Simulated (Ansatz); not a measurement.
Relaxation of CH6BFSSi (11 atoms, charge 0, multiplicity 1), to a largest force component of 0.02 eV/Å in at most 50 steps.

The calculation used Ansatz, RKS r2SCANh-D4/def2-SVP.

```xyz
11
Properties=species:S:1:pos:R:3:forces:R:3
B -0.664 1.662 1.403 -1.75 1.04 -1.34
C -0.473 0.597 0.279 -0.95 1.45 1.60
S 0.993 -0.358 0.666 3.35 1.47 -0.79
Si 0.942 -1.625 -1.050 -3.49 -1.33 -1.94
F 1.021 -0.719 -2.467 0.85 0.07 1.10
H 0.022 1.836 2.310 0.96 -0.11 1.15
H -1.614 2.434 1.306 0.25 -0.39 -0.02
H -0.307 1.121 -0.708 0.19 -0.85 0.66
H -1.350 -0.053 0.289 -0.43 -0.39 -0.58
H 1.784 -0.932 1.641 -1.04 -0.49 -0.14
H 1.929 -2.641 -0.988 2.05 -0.47 0.31
```

**Question.** Where does it end, and by what steps?

**Answer.** The run converged. After 14 steps the energy has fallen by 3.220 eV; H10 moved furthest, 0.70 Å.

```
step  energy less start (eV)  largest force component (eV/Å)  accepted
   0                  0.0000                           3.486       yes
   1                 -1.7051                           2.751       yes
   2                 -2.6441                           1.324       yes
   3                 -2.9127                           1.576       yes
   4                 -3.1137                           1.368       yes
   5                 -3.1938                           0.598       yes
   6                 -3.1734                           0.489        no
   7                 -3.2161                           0.071       yes
   8                 -3.2168                           0.068       yes
   9                 -3.2182                           0.035       yes
  10                 -3.2187                           0.038       yes
  11                 -3.2192                           0.045       yes
  12                 -3.2195                           0.033       yes
  13                 -3.2197                           0.023       yes
  14                 -3.2198                           0.018       yes
```

```xyz
11
Properties=species:S:1:pos:R:3
B -0.658 1.694 1.502
C -0.323 0.708 0.343
S 1.284 -0.160 0.390
Si 0.751 -2.026 -1.171
F 0.971 -1.001 -2.457
H 0.092 1.888 2.425
H -1.717 2.267 1.456
H -0.304 1.272 -0.607
H -1.128 -0.036 0.190
H 1.101 -0.834 1.548
H 2.215 -2.451 -0.938
```

The run took 41 s on 2 threads of Intel(R) Xeon(R) Platinum 8488C (Sapphire Rapids), with other jobs on the host, peak memory 0.3 GiB.
